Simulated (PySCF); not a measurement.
Computed IR spectrum (relative IR intensity) of a molecule CH5ClFNSi2. Geometry: PBE-D3(BJ)/def2-SVP. Other conformers were not sampled. All values below come from PySCF 2.14.0 with PBE-D3(BJ)/def2-SVP. Frequencies are harmonic and unscaled.

Lines under 2 % of the strongest are left out, and lines within 2 cm⁻¹ are merged.

| ν (cm⁻¹) | relative intensity |
|---|---|
| 253 | 3.1 |
| 411 | 4.4 |
| 430 | 18 |
| 467 | 49 |
| 519 | 66 |
| 596 | 25 |
| 653 | 84 |
| 698 | 31 |
| 752 | 25 |
| 794 | 9.8 |
| 803 | 8.8 |
| 830 | 97 |
| 885 | 81 |
| 1034 | 17 |
| 1115 | 13 |
| 1285 | 17 |
| 2165 | 100 |
| 2171 | 52 |
| 2929 | 31 |
| 2979 | 13 |
| 3493 | 8.4 |

Question: Which structure fits?
(A) F[Si@]1(Cl)NC[SiH2]1
(B) F[Si@@H]1CN[Si@H]1Cl
(C) F[Si@@]1(Cl)C[SiH2]N1
(D) F[SiH2]/N=C/[SiH2]Cl

Answer: B, F[Si@@H]1CN[Si@H]1Cl
